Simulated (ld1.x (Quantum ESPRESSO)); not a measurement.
Configuration tests for nickel (TM)

nickel (Ni), norm-conserving Troullier–Martins (Kleinman–Bylander form), made with ld1.x (Quantum ESPRESSO) 7.5 (LDA (PZ), scalar-relativistic). Core [Ne] 3s2, reference 3p6 3d8 4s2 4p0. Waves: 4s (bound): rc 2.15 bohr; 3p (bound): rc 0.80 bohr; 3d (bound): rc 1.00 bohr. Local part: all-electron potential smoothed inside 0.70 bohr (lloc = -1). Core correction: a·sin(br)/r model core inside 0.65 bohr.

Energies are relative to the spin-unpolarised reference configuration 3p6 3d8 4s2 4p0; without spin polarisation the order of configurations can differ from experiment. Spin-polarised rows fill each open shell by Hund’s rule, majority spin first. The frozen-core shift is the all-electron ΔE with the core orbitals held at their reference shape minus the fully relaxed ΔE.

```tsv
valence configuration	charge	ΔE all-electron (eV)	error AE − PS (meV)	frozen-core shift (meV)
3p6 3d8 4s1 4p0	+1	9.601	-5.4	+1.3
3p6 3d8 4s0 4p0	+2	27.260	-42	+3.9
3p5 3d8 4s2 4p0	+1	79.416	-6.1	+54
3p6 3d8 4s0 4p1	+1	15.374	-10	+2.0
3p6 3d9 4s0 4p0	+1	6.563	-109	+19
3p6 3d8 4s2 4p0 (spin-polarised)	0	-0.912	+86	+2.0
3p6 3d8 4s1 4p0 (spin-polarised)	+1	8.231	+65	+3.0
```

(1) What are ΔE and the potential's error for 3p6 3d7 4s0 4p0?

(2) What are ΔE and the potential's error for 3p6 3d8.5 4s1.5 4p0?

Levels in the configuration 3p6 3d7 4s0 4p0:

```tsv
level	all-electron (eV)	pseudo (eV)
3p	-110.631	-110.543
3d	-47.385	-47.298
```

Note: ghost state, extra bound levels that the all-electron valence spectrum of the same l lacks: s at -369.7 eV. A true bound ghost makes a file unfit for plane-wave use.

Results:

(1) ΔE = 65.058 eV all-electron; the error (AE − PS) is +47 meV.

(2) ΔE = -1.201 eV all-electron; the error (AE − PS) is -12 meV.

These tests converged, but a pseudo level misses the all-electron one widely, so the file describes the atom poorly there or has found another state: 3p6 3d7 4s0 4p0: empty 4s by 3.7 eV (a node warning on the way).
